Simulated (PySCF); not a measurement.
**The third ionisation energy along the 4d series**

Calculated with PySCF 2.14 from differences of total energies of unrestricted determinants, without spin-orbit coupling. Values in eV. The last column holds reference values (NIST; (s) semi-empirical, (t) theoretical, else measured). Unmarked ones compare directly (S terms, centres of terms, or small fine structure); those marked * lie between the lowest fine-structure levels and include a spin-orbit shift.

```
                                 element        configurations     UHF     LDA  r2SCAN  MP2 (valence)  SCS-MP2 (valence)  MP2 (valence and next inner shell)           reference
Zr (aug-cc-pwCVTZ-PP with ECP28MDF, ECP)   [Kr] 4d2 → [Kr] 4d1  22.410  23.334  23.278         22.518             22.446                              22.947        23.170 (s) *
Nb (aug-cc-pwCVTZ-PP with ECP28MDF, ECP)   [Kr] 4d3 → [Kr] 4d2  24.222  25.496  25.361         24.560             24.334                              25.056         25.04 (s) *
Mo (aug-cc-pwCVTZ-PP with ECP28MDF, ECP)   [Kr] 4d4 → [Kr] 4d3  26.054  27.540  27.100         26.624             26.244                              27.129  27.13 ± 0.12 (s) *
Tc (aug-cc-pwCVTZ-PP with ECP28MDF, ECP)   [Kr] 4d5 → [Kr] 4d4  28.812  30.061  29.871         29.493             29.039                              29.836         29.55 (s) *
Ru (aug-cc-pwCVTZ-PP with ECP28MDF, ECP)   [Kr] 4d6 → [Kr] 4d5  26.452  28.657  27.919         27.790             28.073                              27.826         28.47 (s) *
Rh (aug-cc-pwCVTZ-PP with ECP28MDF, ECP)   [Kr] 4d7 → [Kr] 4d6  29.308  31.257  30.763         30.723             30.917                              30.619         31.06 (s) *
Pd (aug-cc-pwCVTZ-PP with ECP28MDF, ECP)   [Kr] 4d8 → [Kr] 4d7  31.048  33.336  32.860         32.772             32.806                              32.742         32.93 (s) *
Ag (aug-cc-pwCVTZ-PP with ECP28MDF, ECP)   [Kr] 4d9 → [Kr] 4d8  32.876  35.358  34.482         34.884             34.753                              34.869    34.8 ± 0.3 (s) *
Cd (aug-cc-pwCVTZ-PP with ECP28MDF, ECP)  [Kr] 4d10 → [Kr] 4d9  35.870  37.995  37.467         37.950             37.728                              37.795    37.468 ± 0.006 *
```

"Valence" correlates the outer s and p shells and, in groups 3 to 12 and the f block, the outer d or f shell, open or full, or the next shell where the ion has no valence electron left; the wider scheme adds the next inner shell.
